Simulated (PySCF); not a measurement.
**How methods differ on the ionisation energy of Ne⁺**

Ne⁺ [He] 2s2 2p5 (2P) → Ne²⁺ [He] 2s2 2p4 (3P), as a difference of total energies. Computed with PySCF 2.14 in ANO-RCC-VTZP (4s3p2d1f, 30 functions), with scalar relativity by spin-free X2C-1e. Correlated levels: valence and next inner shell: nothing frozen. The calculations carry no spin-orbit coupling.

```json
{"method": "UHF", "ionisation energy (eV)": "39.249"}
{"method": "MP2 (valence and next inner shell)", "ionisation energy (eV)": "40.750"}
{"method": "SCS-MP2 (valence and next inner shell)", "ionisation energy (eV)": "40.731"}
{"method": "CCSD (valence and next inner shell)", "ionisation energy (eV)": "40.679"}
{"method": "CCSD(T) (valence and next inner shell)", "ionisation energy (eV)": "40.710"}
```

Q: How much does correlation contribute at CCSD(T) (valence and next inner shell)?

A: 40.710 − (39.249) = 1.461 eV, measured against UHF.

Errors of the correlated levels include the incompleteness of this basis.

For comparison: 40.963 eV (measured; NIST Atomic Spectra Database, ionization energies).
